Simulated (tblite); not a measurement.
Species: C5H9NO2.
Numbering: `[CH2:1]=[N:2][C@H:3]([CH3:4])[CH2:5][C:6](=[O:7])[OH:8]` (hydrogens: H9, H10 on C1; H11 on C3; H12, H13, H14 on C4; H15, H16 on C5; H17 on O8)

Computed with GFN2-xTB (tblite), gas phase: L-BFGS steps from a force-field or distance-geometry start until the largest atomic force falls under 0.01 eV/Å.

Step 3: E = -716.4396 eV
```
atom  x, y, z in Å  |  force x, y, z in eV/Å
C1     -2.5143   -1.1546    0.2938    0.197   0.113  -0.043
N2     -1.4972   -0.9202   -0.4024   -0.181  -0.052   0.227
C3     -0.4696   -0.0835    0.1800    0.068   0.058   0.061
C4     -0.7261    1.3746   -0.2248    0.000  -0.027  -0.020
C5      0.9035   -0.5652   -0.3073   -0.087   0.026  -0.021
C6      2.0453    0.0495    0.4564   -0.114   0.030   0.051
O7      1.9781    0.6438    1.4996   -0.214   0.006   0.051
O8      3.2275   -0.1404   -0.1421   -0.028   0.022   0.033
H9     -2.6413   -0.7542    1.3059   -0.060  -0.075   0.080
H10    -3.3229   -1.7658   -0.0791    0.121   0.034  -0.179
H11    -0.4927   -0.1567    1.2811    0.020   0.111  -0.019
H12    -0.7093    1.4736   -1.3075   -0.003  -0.045  -0.019
H13    -1.7048    1.6893    0.1325    0.007  -0.018   0.000
H14     0.0232    2.0388    0.2009    0.021  -0.147   0.031
H15     0.9796   -1.6510   -0.1877   -0.027   0.068  -0.023
H16     1.0215   -0.3412   -1.3663    0.053  -0.037  -0.058
H17     3.8924    0.2752    0.4302    0.227  -0.066  -0.152
```

Step 4: E = -716.4487 eV
```
atom  x, y, z in Å  |  force x, y, z in eV/Å
C1     -2.5127   -1.1498    0.2985   -0.153  -0.132  -0.069
N2     -1.4990   -0.9202   -0.3926    0.194   0.058  -0.086
C3     -0.4705   -0.0808    0.1838    0.081  -0.010  -0.162
C4     -0.7265    1.3734   -0.2275   -0.004  -0.023   0.119
C5      0.8997   -0.5642   -0.3087    0.003   0.066  -0.026
C6      2.0398    0.0499    0.4580    0.044   0.118   0.139
O7      1.9685    0.6446    1.5027   -0.174  -0.082  -0.102
O8      3.2266   -0.1393   -0.1406   -0.107   0.043   0.093
H9     -2.6427   -0.7595    1.3043   -0.111   0.037   0.332
H10    -3.3155   -1.7629   -0.0864    0.094   0.039  -0.131
H11    -0.4920   -0.1522    1.2778    0.035   0.111   0.180
H12    -0.7095    1.4716   -1.3064    0.003  -0.036  -0.131
H13    -1.7033    1.6879    0.1323   -0.026   0.006  -0.002
H14     0.0239    2.0321    0.2023    0.039  -0.095   0.021
H15     0.9786   -1.6480   -0.1888   -0.040   0.009  -0.013
H16     1.0242   -0.3430   -1.3691    0.016  -0.025  -0.009
H17     3.9032    0.2724    0.4234    0.106  -0.083  -0.154
```

Step 5: E = -716.4561 eV
```
atom  x, y, z in Å  |  force x, y, z in eV/Å
C1     -2.5147   -1.1483    0.3017    0.086  -0.079  -0.164
N2     -1.4964   -0.9189   -0.3865    0.010   0.006  -0.076
C3     -0.4703   -0.0789    0.1842    0.077  -0.049  -0.125
C4     -0.7268    1.3720   -0.2279   -0.007   0.002   0.070
C5      0.8968   -0.5624   -0.3103    0.126   0.064  -0.013
C6      2.0362    0.0524    0.4621    0.081  -0.061  -0.199
O7      1.9583    0.6436    1.5028   -0.152   0.090   0.197
O8      3.2242   -0.1378   -0.1379   -0.110   0.040   0.091
H9     -2.6455   -0.7632    1.3080   -0.130   0.055   0.354
H10    -3.3081   -1.7599   -0.0941   -0.019  -0.026  -0.133
H11    -0.4908   -0.1469    1.2781    0.051   0.105   0.207
H12    -0.7095    1.4693   -1.3074    0.004  -0.028  -0.111
H13    -1.7025    1.6869    0.1321   -0.052   0.021   0.005
H14     0.0250    2.0254    0.2038    0.061  -0.039   0.022
H15     0.9773   -1.6455   -0.1898   -0.045  -0.011  -0.004
H16     1.0265   -0.3448   -1.3713   -0.005  -0.006   0.014
H17     3.9133    0.2688    0.4156    0.023  -0.084  -0.136
```

Problem. Estimate the geometry and energy of step 6. (The exact step hangs on the optimiser's Hessian estimate; all steps are aligned on step 5, rigid shifts and turns removed.)

Solution. E = -716.4649 eV, largest force 0.205 eV/Å
```
atom  x, y, z in Å  |  force x, y, z in eV/Å
C1     -2.5139   -1.1464    0.3041    0.046  -0.077  -0.055
N2     -1.4942   -0.9179   -0.3808    0.012   0.020  -0.091
C3     -0.4684   -0.0773    0.1846    0.027  -0.069  -0.052
C4     -0.7274    1.3704   -0.2287   -0.008   0.029   0.020
C5      0.8958   -0.5596   -0.3128    0.174   0.025   0.010
C6      2.0321    0.0551    0.4647    0.093  -0.038  -0.159
O7      1.9432    0.6437    1.5061   -0.080   0.078   0.160
O8      3.2200   -0.1355   -0.1339   -0.076   0.019   0.039
H9     -2.6513   -0.7672    1.3179   -0.104   0.004   0.177
H10    -3.3002   -1.7574   -0.1065   -0.054  -0.024  -0.077
H11    -0.4884   -0.1385    1.2811    0.068   0.081   0.146
H12    -0.7096    1.4661   -1.3098    0.005  -0.015  -0.059
H13    -1.7027    1.6861    0.1322   -0.041   0.025  -0.002
H14     0.0277    2.0166    0.2061    0.060   0.018   0.005
H15     0.9747   -1.6422   -0.1911   -0.036  -0.032   0.005
H16     1.0292   -0.3470   -1.3740   -0.021   0.022   0.013
H17     3.9263    0.2631    0.4040   -0.065  -0.066  -0.082
```

The energy changes by -0.0087 eV. The first-order estimate −F·Δx gives -0.0124 eV and the mean of the old and new forces, exact on a quadratic surface, -0.0087 eV. The step makes an angle of 61° with the force vector and moves no atom by more than 0.018 Å.

The cost below is that of the whole relaxation. Time: 0.32 s. Hardware: Arm Neoverse V2, one thread, shared host with 96 logical CPUs at a one-minute load of 46.
